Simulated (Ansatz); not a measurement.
The first iterations of a band of CH$_{3}$BNO (7 atoms, charge 0, multiplicity 2).

Theory: UKS PBE0-D4/def2-SVP (Ansatz 0.2.0).

```json
{
 "movable images": "9",
 "climbing image": "yes",
 "spring": "5.0 eV/Å²",
 "optimiser": "quadratic models (default)",
 "start path": "IDPP",
 "force threshold": "0.05 eV/Å",
 "iteration limit": "48",
 "end points": "as typed, not relaxed"
}
```

Image 0:

```xyz
7
Properties=species:S:1:pos:R:3
B 0.184 -0.132 -1.270
N 0.279 0.017 0.050
C -0.110 0.103 1.291
O 0.304 -0.394 2.307
H 1.170 -0.130 -1.908
H -0.841 -0.281 -1.830
H -0.986 0.816 1.360
```

Image 10:

```xyz
7
Properties=species:S:1:pos:R:3
B -0.250 -0.090 -1.265
N -0.291 -0.004 0.063
C 0.150 0.129 1.282
O -0.224 0.798 2.212
H 0.796 -0.051 -1.799
H -1.212 -0.218 -1.933
H 1.031 -0.564 1.440
```

| iteration | highest image above the first end (eV) | largest band force component (eV/Å) |
| --- | --- | --- |
| 1 | 0.174 | 3.547 |
| 2 | 0.022 | 1.926 |
| 3 | 0.442 | 3.565 |
| 4 | 0.000 | 0.601 |
| 5 | 0.000 | 0.450 |
| 6 | 0.000 | 0.335 |
| 7 | 0.000 | 0.329 |
| 8 | 0.666 | 3.555 |
| 9 | 0.081 | 3.200 |
| 10 | 0.000 | 2.570 |
| 11 | 0.148 | 3.161 |
| 12 | 0.053 | 2.698 |
| 13 | 0.012 | 2.411 |
| 14 | 0.000 | 1.198 |
| 15 | 0.000 | 1.386 |
| 16 | 0.000 | 1.058 |

**Question.** Does the band converge within its limit, and where does its top end?

**Answer.** It did not converge within its limit. It ended after 48 iterations with the highest image 0.000 eV above the first end. The band didn't meet its force threshold, so its energies are provisional: the largest band force was still 0.70 eV/Å, and over the last iterations the top stayed at 0.00 eV. The end points aren't both relaxed to the band's threshold either. Inner images lie below an end point, which means an intermediate or an end that isn't the lowest structure nearby.

The run took 23 min on 1 thread of Intel(R) Xeon(R) Processor @ 2.70GHz (shared host), peak memory 0.17 GiB.
